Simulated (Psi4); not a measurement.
C4H12Si (SMILES CC(C)(C)[SiH3]), singlet, geometry from GFN2-xTB, atoms displaced at random by about 0.03 Å a coordinate; B3LYP/STO-3G, gradient in Psi4.

The Psi4 input:
```
memory 2 GB

molecule {
0 1
Si   -0.56406873    1.43114198    0.20145096
C     0.08859409   -0.36858804    0.02909236
C     0.32332042   -1.00912291    1.34373995
C    -0.76976208   -1.13177622   -0.88193252
C     1.53952470   -0.30368655   -0.74564223
H    -1.86904251    1.38107549    0.84796244
H    -0.63239933    2.08240694   -1.18074578
H     0.30729928    2.20641075    1.07740446
H     0.62267519   -2.01994648    1.22519950
H    -0.67995992   -1.08922012    1.73776373
H     0.95145505   -0.49906684    1.98286942
H    -1.81503000   -1.17921442   -0.48209009
H    -0.89596033   -0.65717447   -1.91983463
H    -0.40599869   -2.15829380   -1.10189612
H     1.43462955    0.17245079   -1.68463160
H     2.21193742    0.28783439   -0.09717990
H     1.94618953   -1.31080322   -0.82521848
symmetry c1
no_reorient
no_com
}

set {
  basis sto-3g
}

gradient('b3lyp')
print_variables()
```

What the program printed (banner, timings and long lists left out):

```
gradient() will perform analytic gradient computation.

   => Loading Basis Set <=

    Name: STO-3G
    Role: ORBITAL
    Keyword: BASIS

         ---------------------------------------------------------
                                   SCF
               by Justin Turney, Rob Parrish, Andy Simmonett
                          and Daniel G. A. Smith
                              RKS Reference
         ---------------------------------------------------------

  ==> Geometry <==

    Molecular point group: c1
    Full point group: C1

    Geometry (in Angstrom), charge = 0, multiplicity = 1:

       Center              X                  Y                   Z               Mass
    ------------   -----------------  -----------------  -----------------  -----------------
         SI          -0.564068730000     1.431141980000     0.201450960000    27.976926534650
         C            0.088594090000    -0.368588040000     0.029092360000    12.000000000000
         C            0.323320420000    -1.009122910000     1.343739950000    12.000000000000
         C           -0.769762080000    -1.131776220000    -0.881932520000    12.000000000000
         C            1.539524700000    -0.303686550000    -0.745642230000    12.000000000000
         H           -1.869042510000     1.381075490000     0.847962440000     1.007825032230
         H           -0.632399330000     2.082406940000    -1.180745780000     1.007825032230
         H            0.307299280000     2.206410750000     1.077404460000     1.007825032230
         H            0.622675190000    -2.019946480000     1.225199500000     1.007825032230
         H           -0.679959920000    -1.089220120000     1.737763730000     1.007825032230
         H            0.951455050000    -0.499066840000     1.982869420000     1.007825032230
         H           -1.815030000000    -1.179214420000    -0.482090090000     1.007825032230
         H           -0.895960330000    -0.657174470000    -1.919834630000     1.007825032230
         H           -0.405998690000    -2.158293800000    -1.101896120000     1.007825032230
         H            1.434629550000     0.172450790000    -1.684631600000     1.007825032230
         H            2.211937420000     0.287834390000    -0.097179900000     1.007825032230
         H            1.946189530000    -1.310803220000    -0.825218480000     1.007825032230

  Running in c1 symmetry.

  Rotational constants: A =      0.14709  B =      0.09352  C =      0.09221 [cm^-1]
  Rotational constants: A =   4409.59148  B =   2803.68295  C =   2764.50465 [MHz]
  Nuclear repulsion =  248.262218003915393

  Charge       = 0
  Multiplicity = 1
  Electrons    = 50
  Nalpha       = 25
  Nbeta        = 25

  ==> Algorithm <==

  SCF Algorithm Type is DF.
  DIIS enabled.
  MOM disabled.
  Fractional occupation disabled.
  Guess Type is SAD.
  Energy threshold   = 1.00e-08
  Density threshold  = 1.00e-08
  Integral threshold = 1.00e-12

  ==> Primary Basis <==

  Basis Set: STO-3G
    Blend: STO-3G
    Number of shells: 29
    Number of basis functions: 41
    Number of Cartesian functions: 41
    Spherical Harmonics?: true
    Max angular momentum: 1

  ==> DFT Potential <==

   => LibXC <=

    Version 7.1.2
    S. Lehtola, C. Steigemann, M. J. T. Oliveira, and M. A. L. Marques,  SoftwareX 7, 1–5 (2018) (10.1016/j.softx.2017.11.002)

   => Composite Functional: B3LYP <=

    B3LYP Hyb-GGA Exchange-Correlation Functional

    P. J. Stephens, F. J. Devlin, C. F. Chabalowski, and M. J. Frisch,  J. Phys. Chem. 98, 11623 (1994) (10.1021/j100096a001)

    Deriv               =              1
    GGA                 =           TRUE
    Meta                =          FALSE

    Exchange Hybrid     =           TRUE
    MP2 Hybrid          =          FALSE

   => Exchange Functionals <=

    0.0800   Slater exchange
    0.7200         Becke 88

   => Exact (HF) Exchange <=

    0.2000               HF

   => Correlation Functionals <=

    0.1900   Vosko, Wilk & Nusair (VWN5_RPA)
    0.8100   Lee, Yang & Parr

   => LibXC Density Thresholds  <==

    XC_HYB_GGA_XC_B3LYP:  1.00E-15

   => Molecular Quadrature <=

    Radial Scheme          =       TREUTLER
    Pruning Scheme         =           NONE
    Nuclear Scheme         =       TREUTLER

    Blocking Scheme        =         OCTREE
    BS radius alpha        =              1
    Pruning alpha          =              1
    Radial Points          =             75
    Spherical Points       =            302
    Total Points           =         357473
    Total Blocks           =           2653
    Max Points             =            256
    Max Functions          =             40
    Weights Tolerance      =       1.00E-15

   => Loading Basis Set <=

    Name: (STO-3G AUX)
    Role: JKFIT
    Keyword: DF_BASIS_SCF

  ==> Integral Setup <==

  SCF_SUBTYPE=INCORE selected. In-core MEM_DF algorithm will be used.
  Using in-core AOs.

  ==> MemDFJK: Density-Fitted J/K Matrices <==

    J tasked:                   Yes
    K tasked:                   Yes
    wK tasked:                   No
    Algorithm:                 Core
    Schwarz Cutoff:           1E-12
    Mask sparsity (%):       2.2606
    Fitting Condition:        1E-10

   => Auxiliary Basis Set <=

  Basis Set: (STO-3G AUX)
    Blend: DEF2-UNIVERSAL-JKFIT
    Number of shells: 210
    Number of basis functions: 644
    Number of Cartesian functions: 751
    Spherical Harmonics?: true
    Max angular momentum: 4

  Minimum eigenvalue in the overlap matrix is 1.9359436626E-01.
  Reciprocal condition number of the overlap matrix is 7.3508268472E-02.
    Using symmetric orthogonalization.

  ==> Pre-Iterations <==

  SCF Guess: Superposition of Atomic Densities via on-the-fly atomic UHF (no occupation information).

   -------------------------
    Irrep   Nso     Nmo
   -------------------------
     A         41      41
   -------------------------
    Total      41      41
   -------------------------

  ==> Iterations <==
[...]
  @DF-RKS Final Energy:  -443.89868709215767
    Total Energy =                       -443.8986870921576724
[...]
                          Rob Parrish, Justin Turney,
                       Andy Simmonett, and Alex Sokolov
         ------------------------------------------------------------

  ==> Geometry <==

    Molecular point group: c1
    Full point group: C1

    Geometry (in Angstrom), charge = 0, multiplicity = 1:

       Center              X                  Y                   Z               Mass
    ------------   -----------------  -----------------  -----------------  -----------------
         SI          -0.564068730000     1.431141980000     0.201450960000    27.976926534650
         C            0.088594090000    -0.368588040000     0.029092360000    12.000000000000
         C            0.323320420000    -1.009122910000     1.343739950000    12.000000000000
         C           -0.769762080000    -1.131776220000    -0.881932520000    12.000000000000
         C            1.539524700000    -0.303686550000    -0.745642230000    12.000000000000
         H           -1.869042510000     1.381075490000     0.847962440000     1.007825032230
         H           -0.632399330000     2.082406940000    -1.180745780000     1.007825032230
         H            0.307299280000     2.206410750000     1.077404460000     1.007825032230
         H            0.622675190000    -2.019946480000     1.225199500000     1.007825032230
         H           -0.679959920000    -1.089220120000     1.737763730000     1.007825032230
         H            0.951455050000    -0.499066840000     1.982869420000     1.007825032230
         H           -1.815030000000    -1.179214420000    -0.482090090000     1.007825032230
         H           -0.895960330000    -0.657174470000    -1.919834630000     1.007825032230
         H           -0.405998690000    -2.158293800000    -1.101896120000     1.007825032230
         H            1.434629550000     0.172450790000    -1.684631600000     1.007825032230
         H            2.211937420000     0.287834390000    -0.097179900000     1.007825032230
         H            1.946189530000    -1.310803220000    -0.825218480000     1.007825032230

  Nuclear repulsion =  248.262218003915393

  ==> Basis Set <==

  Basis Set: STO-3G
    Blend: STO-3G
    Number of shells: 29
    Number of basis functions: 41
    Number of Cartesian functions: 41
    Spherical Harmonics?: true
    Max angular momentum: 1

  ==> DFJKGrad: Density-Fitted SCF Gradients <==

    Gradient:                    1
    J tasked:                  Yes
    K tasked:                  Yes
    wK tasked:                  No
    Integrals threads:           1
    Schwarz Cutoff:          1E-12
    Fitting Condition:       1E-10

   => Auxiliary Basis Set <=

  Basis Set: (STO-3G AUX)
    Blend: DEF2-UNIVERSAL-JKFIT
    Number of shells: 210
    Number of basis functions: 644
    Number of Cartesian functions: 751
    Spherical Harmonics?: true
    Max angular momentum: 4

  ==> DFT Potential <==

   => LibXC <=

    Version 7.1.2
    S. Lehtola, C. Steigemann, M. J. T. Oliveira, and M. A. L. Marques,  SoftwareX 7, 1–5 (2018) (10.1016/j.softx.2017.11.002)

   => Composite Functional: B3LYP <=

    B3LYP Hyb-GGA Exchange-Correlation Functional

    P. J. Stephens, F. J. Devlin, C. F. Chabalowski, and M. J. Frisch,  J. Phys. Chem. 98, 11623 (1994) (10.1021/j100096a001)

    Deriv               =              1
    GGA                 =           TRUE
    Meta                =          FALSE

    Exchange Hybrid     =           TRUE
    MP2 Hybrid          =          FALSE

   => Exchange Functionals <=

    0.0800   Slater exchange
    0.7200         Becke 88

   => Exact (HF) Exchange <=

    0.2000               HF

   => Correlation Functionals <=

    0.1900   Vosko, Wilk & Nusair (VWN5_RPA)
    0.8100   Lee, Yang & Parr

   => LibXC Density Thresholds  <==

    XC_HYB_GGA_XC_B3LYP:  1.00E-15

   => Molecular Quadrature <=

    Radial Scheme          =       TREUTLER
    Pruning Scheme         =           NONE
    Nuclear Scheme         =       TREUTLER

    Blocking Scheme        =         OCTREE
    BS radius alpha        =              1
    Pruning alpha          =              1
    Radial Points          =             75
    Spherical Points       =            302
    Total Points           =         357473
    Total Blocks           =           2653
    Max Points             =            256
    Max Functions          =             40
    Weights Tolerance      =       1.00E-15

  -Total Gradient:
     Atom            X                  Y                   Z
    ------   -----------------  -----------------  -----------------
       1       -0.001455915313    -0.008793294037     0.019266685233
       2       -0.085373523174    -0.070625684400     0.048845496633
       3        0.062813548567     0.032736775842     0.006036782228
       4        0.069809549024     0.027952641382     0.062220696068
       5        0.022444344898    -0.004984771333    -0.065808051847
       6       -0.003089909403    -0.001951863479     0.006209207966
       7        0.000395171871     0.014444330701    -0.033605377933
       8        0.002441925808     0.002924736413     0.006037613875
       9       -0.020060626303     0.030608107094     0.003171381885
      10        0.010479443199     0.000630220256    -0.026768809008
      11       -0.037382887043    -0.031663281019    -0.037948933871
      12       -0.010294165843     0.008914390306     0.003925917725
      13       -0.008624632318     0.006573780618    -0.030167783805
      14        0.002847050600    -0.003555674682    -0.008894332210
      15        0.000384579892    -0.012286647524     0.033836481605
      16       -0.002951851168     0.001792152025     0.007507511323
      17       -0.002377573984     0.007267471652     0.006136981336

  Variable Map:
  ----------------------------------------------------------------------------
[...]
  Array Variable Map:
  ----------------------------------------------------------------------------
[...]
[...]
```
